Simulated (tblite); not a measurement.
Compound: C₆H₁₀B₂S.
Bonds: B1–C2, C2–C3, C3–B4, B4–C5, C5–C6 (aromatic), C6–C7 (aromatic), C7–C8 (aromatic), C8–S9 (aromatic), C5–S9 (aromatic). Hydrogens: H10, H11 on B1; H12, H13 on C2; H14, H15 on C3; H16 on B4; H17 on C6; H18 on C7; H19 on C8.

Computed with GFN2-xTB (tblite), gas phase: L-BFGS steps from a force-field or distance-geometry start until the largest atomic force falls under 0.01 eV/Å.

Step 154: E = -642.4922 eV
```
atom  x, y, z in Å  |  force x, y, z in eV/Å
B1     -3.4635    0.6963    0.0253    0.008  -0.014  -0.010
C2     -2.4903    0.1331   -1.0679    0.000   0.013  -0.024
C3     -1.1803   -0.5035   -0.5702    0.001   0.004   0.004
B4     -0.2227    0.4989    0.1868    0.005  -0.032  -0.021
C5      1.2773    0.2247    0.3108   -0.019   0.053  -0.012
C6      2.0466   -0.7875   -0.2182    0.023  -0.038   0.017
C7      3.4095   -0.7195    0.1095   -0.004   0.006  -0.001
C8      3.6982    0.3582    0.8925   -0.017  -0.026   0.032
S9      2.3117    1.2943    1.2346   -0.053   0.035   0.023
H10    -3.4347    0.2789    1.1171    0.001   0.008   0.011
H11    -4.2720    1.4908   -0.2671    0.007  -0.016  -0.004
H12    -2.2468    0.8799   -1.8289   -0.020  -0.018   0.011
H13    -3.0754   -0.6318   -1.6002    0.022   0.023   0.007
H14    -1.4348   -1.2962    0.1421    0.005  -0.006   0.005
H15    -0.6829   -1.0100   -1.4025   -0.003   0.014   0.001
H16    -0.6749    1.4598    0.6840    0.028   0.019   0.021
H17     1.6292   -1.5692   -0.8270   -0.013  -0.018  -0.018
H18     4.1485   -1.4301   -0.2141    0.001  -0.031  -0.024
H19     4.6475    0.6423    1.3014    0.028   0.024  -0.018
```

Step 155: E = -642.4927 eV
```
atom  x, y, z in Å  |  force x, y, z in eV/Å
B1     -3.4613    0.6887    0.0354    0.007  -0.036   0.003
C2     -2.4933    0.1383   -1.0701    0.004   0.011   0.011
C3     -1.1774   -0.4969   -0.5841   -0.002  -0.015  -0.009
B4     -0.2219    0.5038    0.1774    0.018  -0.039  -0.023
C5      1.2772    0.2275    0.3073    0.008   0.005  -0.033
C6      2.0447   -0.7965   -0.2050   -0.020  -0.007   0.026
C7      3.4074   -0.7273    0.1224    0.012   0.022   0.017
C8      3.6976    0.3623    0.8897   -0.040  -0.038   0.007
S9      2.3130    1.3086    1.2163   -0.025  -0.007   0.003
H10    -3.4309    0.2528    1.1213    0.007   0.020  -0.016
H11    -4.2701    1.4891   -0.2402    0.014  -0.017  -0.008
H12    -2.2578    0.8914   -1.8267   -0.011  -0.007   0.007
H13    -3.0777   -0.6248   -1.6044    0.010   0.009   0.003
H14    -1.4235   -1.2995    0.1212    0.007   0.014  -0.018
H15    -0.6796   -0.9909   -1.4250   -0.018   0.021   0.025
H16    -0.6742    1.4654    0.6718    0.023   0.030   0.025
H17     1.6257   -1.5882   -0.8009   -0.011   0.005  -0.006
H18     4.1447   -1.4461   -0.1908   -0.022   0.001  -0.005
H19     4.6475    0.6515    1.2923    0.040   0.027  -0.009
```

Q: Estimate the geometry and energy of step 156. (The exact step hangs on the optimiser's Hessian estimate; all steps are aligned on step 155, rigid shifts and turns removed.)

A: E = -642.4931 eV, largest force 0.042 eV/Å
```
atom  x, y, z in Å  |  force x, y, z in eV/Å
B1     -3.4593    0.6866    0.0383    0.002  -0.032   0.009
C2     -2.4949    0.1387   -1.0710    0.012   0.001   0.023
C3     -1.1761   -0.4942   -0.5895   -0.009  -0.012  -0.006
B4     -0.2218    0.5054    0.1748    0.010  -0.021  -0.015
C5      1.2770    0.2296    0.3056    0.024  -0.018  -0.029
C6      2.0433   -0.7985   -0.2011   -0.013   0.004   0.029
C7      3.4065   -0.7295    0.1266   -0.006   0.012   0.014
C8      3.6973    0.3622    0.8906   -0.025  -0.021   0.005
S9      2.3131    1.3122    1.2124   -0.010  -0.017  -0.003
H10    -3.4267    0.2486    1.1232    0.010   0.016  -0.014
H11    -4.2682    1.4882   -0.2323    0.008  -0.012  -0.012
H12    -2.2646    0.8914   -1.8287   -0.003   0.007  -0.001
H13    -3.0788   -0.6259   -1.6028    0.000   0.000  -0.002
H14    -1.4188   -1.3015    0.1119    0.009   0.019  -0.020
H15    -0.6781   -0.9817   -1.4337   -0.014   0.014   0.021
H16    -0.6738    1.4672    0.6707    0.024   0.020   0.018
H17     1.6225   -1.5927   -0.7927   -0.004   0.011  -0.005
H18     4.1428   -1.4509   -0.1840   -0.030   0.012   0.001
H19     4.6487    0.6539    1.2897    0.013   0.018  -0.013
```

The energy changes by -0.0004 eV. The first-order estimate −F·Δx gives -0.0005 eV and the mean of the old and new forces, exact on a quadratic surface, -0.0004 eV. The step makes an angle of 83° with the force vector and moves no atom by more than 0.013 Å.

The cost below is that of the whole relaxation. Hardware: Arm Neoverse V2, one thread, no GPU, on a shared host. Cost: 1.4 s of wall time.
